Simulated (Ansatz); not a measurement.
`CC(=O)OBCl` + `[CH3][GeH3]` → `BOC(C)=O` + `[CH3][GeH2][Cl]` at 500 K and 1 bar (redistribution).

Calculated with Ansatz (gas phase, PBE0-D4/def2-TZVP geometries, no zero-point term in ΔE). CCSD(T)/CBS is the MP2 limit (def2-TZVPP, def2-QZVPP) plus CCSD(T) − MP2 in def2-TZVPP, frozen cores. For Ge outer-core shells are correlated without core-valence functions, which leaves a few kJ/mol of doubt a bond. Scalar relativity is left out up to krypton. Each species was taken in one conformer, which may not be the lowest.

```csv
species,CCSD(T)/CBS energy (Eh),H − E (kJ/mol),S (J/(mol·K))
`CC(=O)OBCl`,-713.52185,218.4,414.5
`[CH3][GeH3]`,-2117.76728,187.1,312.2
`BOC(C)=O`,-254.28820,231.9,373.6
`[CH3][GeH2][Cl]`,-2576.99593,176.8,361.6
```

H − E and S are ideal-gas, rigid-rotor, harmonic terms from PBE0-D4/def2-TZVP, for one conformer and one mirror image of each species. 1 Eh = 2625.50 kJ/mol, R = 8.31446 J/(mol·K).

Problem. By hand: ΔE, ΔH, ΔS and ΔG.

Solution. ΔE = (-254.28820) + (-2576.99593) − (-713.52185) − (-2117.76728) = 0.00500 Eh = 13.1 kJ/mol. Δ(H − E) = 231.9 + 176.8 − 218.4 − 187.1 = 3.2, so ΔH = 16.3 kJ/mol. ΔS = 373.6 + 361.6 − 414.5 − 312.2 = 8.5 J/(mol·K). ΔG = 16.3 − 500 × (8.5)/1000 = 12.1 kJ/mol.

Problem. By hand: the equilibrium constant, and the temperature at which ΔG would vanish if ΔH and ΔS stayed fixed.

Solution. log₁₀ K = −ΔG/(RT ln 10) = -1.3. ΔG = 0 at ΔH/ΔS = 1918 K, though so small a ΔS makes that figure unsure.

The number of gas molecules stays the same, so ΔS is small and ΔH decides. A doubt of 5 kJ/mol in ΔE shifts log₁₀ K by 0.5 here. Other conformers and mirror images would add mixing entropy, several J/(mol·K) or more a flexible species. These are equilibria of isolated gas molecules and say nothing of rates. Largest T1 diagnostic: 0.015 (customary marks: 0.02 for closed shells, 0.045 for open ones).
